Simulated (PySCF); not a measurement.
A structure optimised at ωB97X-D3(BJ)/def2-TZVP, used in a PySCF frequency run:

```xyz
5

Ga    -0.0029     0.7196     0.0000
H      1.3704     1.4501     0.0000
H     -1.4049     1.3962     0.0000
S      0.0854    -1.4692     0.0000
H     -1.2418    -1.6471     0.0000
```
Charge 0, spin multiplicity 1.

Task: Write its SMILES, formula and point group.

Result: [SH][GaH2], GaH3S, Cs

Task: What are its rotational constants (standard atomic weights)?

Result: 90.022, 4.5124, 4.2970 GHz
